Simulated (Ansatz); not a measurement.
Cost and result for the atomization energy of C$_{2}$H$_{3}$AlF$_{2}$ (`F/C=[C](\F)[AlH2]`) (8 atoms, 7 bonds).

Total charge 0; spin multiplicity 1. The geometry is a stationary point of PBE0-D4/def2-TZVP. Program: Ansatz. Hardware: A = 2 threads of an AMD EPYC 7R13 on a shared host; B = 2 threads of an AMD EPYC 7R13 on a shared host and a share of an NVIDIA H100 80 GB. Times are those of one run each, without the atoms' runs, and a repeat can differ threefold. Electronic energies, without spin–orbit coupling; frozen cores. CCSD(T)/CBS extrapolates def2-TZVPP and def2-QZVPP, and its time is that of the two runs behind it. T1 = 0.013. B3LYP takes the VWN-RPA correlation (the form of Gaussian; ORCA's B3LYP/G).

CCSD(T)/CBS is a level of theory with its own doubt, some kJ/mol a heavy atom from the limit and from the frozen cores, so smaller differences don't rank the functionals.

| level | functions | wall time |
| --- | --- | --- |
| PBE-D4/def2-TZVPP (with forces) [A] | 208 | 2.2 s |
| PBE0-D4/def2-TZVPP [A] | 208 | 2.4 s |
| r2SCAN-D4/def2-TZVPP (with forces) [A] | 208 | 4 s |
| B3LYP-D4/def2-TZVPP (with forces) [A] | 208 | 4 s |
| B2PLYP/def2-TZVPP [A] | 208 | 5 s |
| ωB97X-V/def2-TZVPP [A] | 208 | 6 s |
| CCSD(T)/def2-TZVPP [B] | 208 | 8 s |
| ωB97M-V/def2-TZVPP (with forces) [A] | 208 | 9 s |
| CCSD(T)/def2-QZVPP [B] | 388 | 15 s |
| CCSD(T)/CBS(def2) | – | 23 s |

Q: What atomization energy does each give, and how far from CCSD(T)/CBS? (Estimate.)

A: Computed: 
```
                                 level  atomization (kcal/mol)  difference from CCSD(T)/CBS  per bond
   PBE-D4/def2-TZVPP (with forces) [A]                   704.6                         24.0       3.4
                PBE0-D4/def2-TZVPP [A]                   683.1                          2.5       0.4
r2SCAN-D4/def2-TZVPP (with forces) [A]                   686.6                          6.0       0.9
 B3LYP-D4/def2-TZVPP (with forces) [A]                   680.6                          0.0       0.0
                 B2PLYP/def2-TZVPP [A]                   674.1                         -6.5      -0.9
                ωB97X-V/def2-TZVPP [A]                   684.2                          3.6       0.5
                CCSD(T)/def2-TZVPP [B]                   661.5                        -19.1      -2.7
  ωB97M-V/def2-TZVPP (with forces) [A]                   684.1                          3.5       0.5
                CCSD(T)/def2-QZVPP [B]                   672.9                         -7.7      -1.1
                     CCSD(T)/CBS(def2)                   680.6                          0.0       0.0
```

The D4 term adds +5.2 kcal/mol with B3LYP and +2.7 kcal/mol with PBE0; it sums over pairs of atoms, weighted by their polarisabilities, and B3LYP, whose exchange is more repulsive, gets the larger term. In def2-TZVPP, CCSD(T) changes the Hartree–Fock value by +180.6 kcal/mol (the triples alone add +13.3 kcal/mol) and MP2 by +200.4 kcal/mol; breaking electron pairs costs correlation energy, which Hartree–Fock lacks. From PBE to PBE0 (25 % exact exchange), in def2-TZVPP and without D4, the atomization energy moves by −21.0 kcal/mol: exact exchange takes away binding that semilocal exchange gives to molecules.
